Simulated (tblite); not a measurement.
Species: C₆H₆NO (doublet state).
Structure used (GFN2-xTB), in Å, numbered top down from 1:
```xyz
14
C6H6NO angstrom
C     -2.5524    1.2605    0.5875
C     -1.4439    0.5997    0.3386
C     -1.6498   -0.7925    0.0923
N     -1.9343   -1.8880   -0.0906
C     -0.1120    1.1923    0.3026
C      1.0399    0.5769    0.0445
C      1.2588   -0.8741   -0.2654
O      2.6144   -1.1829   -0.4781
H     -3.5946    1.0555    0.6637
H     -0.1112    2.2527    0.5143
H      1.9488    1.1651    0.0647
H      0.9503   -1.4948    0.5826
H      0.6513   -1.1756   -1.1336
H      2.9340   -0.6953   -1.2454
```

Computed values, GFN2-xTB/tblite, gas phase, harmonic and unscaled. This tight-binding method is rough: wavenumbers can miss measured ones by several per cent, in bad cases by 10 to 20. One conformer, not necessarily the lowest. Open shells enter through the occupations alone, without spin polarisation, and single modes of such species can be off by tens of per cent.

Harmonic wavenumbers (cm⁻¹): 29.7, 84.0, 128.7, 175.8, 232.0, 289.2, 314.3, 360.0, 377.6, 492.0, 562.8, 631.8, 690.9, 713.4, 755.7, 783.3, 916.2, 943.4, 1003.7, 1095.2, 1145.5, 1173.7, 1258.1, 1299.8, 1322.5, 1355.5, 1442.8, 1619.9, 1677.2, 2348.0, 2850.9, 2949.1, 3055.3, 3074.2, 3200.5, 3545.7.

A = 3730, B = 1350, C = 999.9 MHz; mass 108.045 u (most abundant isotopes); point group C1, symmetry number 1; spin multiplicity 2.

Problem. Zero-point energy?

Solution. Half the sum of the wavenumbers: 21949 cm⁻¹ = 262.57 kJ/mol.

Problem. Give the ideal-gas entropy at 298.15 K and 1 bar in the rigid-rotor, harmonic-oscillator model (classical rotation).

Solution. Translation 167.25, rotation 119.44, vibration 105.19, spin (R ln 2) 5.76: S = 397.7 J/(mol K).

Problem. And Cp and H(298.15 K) − H(0)?

Solution. Cp = 138.50 J/(mol K), of which vibrations give 105.24 (their classical limit is 36 R = 299.3); H(298.15 K) − H(0) = 26.10 kJ/mol without the zero-point energy, 16.18 from vibrations.

Problem. What must be added to the electronic energy to get the Gibbs energy at 298.15 K and 1 bar?

Solution. ZPE + [H(298.15 K) − H(0)] − T·S = 262.57 + 26.10 − 118.56 = 170.11 kJ/mol.

Problem. Blend soft modes into free rotors: weight 1/[1 + (100 cm⁻¹/ν̃)⁴] for the oscillator and the rest for a rotor with moment μB/(μ + B), μ = h/(8π²ν), B = 10⁻⁴⁴ kg m². What vibrational entropy results?

Solution. 95.28 J/(mol K) in place of 105.19, which changes −T·S at 298.15 K by +2.96 kJ/mol.

Hindered rotation and anharmonicity are outside this model. Other conformers, if any are populated, would add a mixing term that is left out. The structure is chiral; the term R ln 2 for an equal mix with its mirror image is left out.

Time: 0.38 s. Hardware: an Arm Neoverse V1 with one thread, on a shared host. The figure is for the frequency step alone.
